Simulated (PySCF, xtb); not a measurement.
GeF3Br, SMILES [Ge]([F])([F])([Br])[F].

GFN2-xTB (xtb 6.7.1) at its own geometry gives an orbital gap of 5.50 eV and a dipole moment of 0.48 D.

Geometry: B3LYP-D3(BJ)/def2-SVP.

Question: What does r2SCAN/def2-TZVP (PySCF) give? (An estimate is asked for; the answer gives what the named calculation found.)

Answer: gap 5.83 eV (levels -8.86 and -3.03 eV), dipole 1.65 D.
